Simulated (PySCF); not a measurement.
Telling isomers of C₅H₈O₃Si apart by NMR

Computational details: NMR shieldings at PBE0/pcSseg-1/GIAO, structure optimised with GFN2-xTB, in PySCF 2.14 (non-relativistic, no solvent model, fast rotation and ring inversion assumed for equivalent nuclei, a single conformation).

Referencing at the same level of theory: $^{1}$H (σ = 31.72 ppm), $^{13}$C (σ = 186.93 ppm) vs TMS. Where no couplings were computed, multiplicities follow the n + 1 count of equivalent neighbours, and m marks all less simple cases (inequivalent or close neighbours, rings, F or P nearby). Shifts are as computed. Against solution values, carbons near 30 ppm lie about +3 ppm off and those near 130 ppm about +5 ppm. Of 1211 compounds with measured shifts, 218 miss one by over three times the rms of a fit or turn the order of signals round; such compounds aren't used in these exercises.

(1) Tabulate the signals of `CO[SiH2]Oc1ccoc1`, `CO[C@@H]([SiH3])C(=C=O)C=O` and their relative energies.

(2) What is the quickest way to tell CO[SiH2]Oc1ccoc1 from CO[C@@H]([SiH3])C(=C=O)C=O?

## Answers

(1) 
| SMILES | carbon types | δC | δH | E rel. (kcal/mol) |
| --- | --- | --- | --- | --- |
| CO[SiH2]Oc1ccoc1 | 1×C 3×CH 1×CH3 | 150.9, 146.5, 128.3, 113.0, 50.2 | 7.32 (m, 1H), 7.14 (m, 1H), 6.52 (m, 1H), 5.03 (s, 2H), 3.90 (s, 3H) | 0.0 |
| CO[C@@H]([SiH3])C(=C=O)C=O | 2×C 2×CH 1×CH3 | 193.4, 191.4, 70.4, 59.4, 45.7 | 9.51 (s, 1H), 4.01 (m, 3H), 3.93 (m, 1H), 3.55 (s, 3H) | 52.6 |

Energies are electronic energies at PBE0/pcSseg-1 on these geometries, without zero-point or thermal terms, each for the one conformer computed, which needn't be the lowest.

(2) Both give the same number of carbon signals, but DEPT or the intensities differ. The first has an aromatic CH next to the ring oxygen at 128.3 ppm, the second a terminal carbon of a ketene (C) at 45.7 ppm. Their most deshielded carbons lie at 150.9 and 193.4 ppm. In the proton spectra the most deshielded non-exchanging signals are 7.32 (m, 1H) and 9.51 (s, 1H).
